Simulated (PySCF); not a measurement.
# Electron correlation in Mn⁺ (manganese, charge +1)

[Ar] 3d5 4s1, high-spin 7S determinant. Calculation: PySCF 2.14, in def2-SVP (5s3p2d1f, 31 functions); no relativity, point nucleus. Frozen: [Ar]; 6 electrons correlated.

MP2 pair energies summed by pair of shells (mhartree):

```tsv
pair	energy	share (%)
3d-3d	-42.98	90.2
3d-4s	-4.66	9.8
```

Total MP2 correlation energy: -47.65 mhartree.

Same-spin part -47.65 and opposite-spin part 0.00 mhartree; SCS-MP2 scales them by 1/3 and 6/5 to -15.88 mhartree.
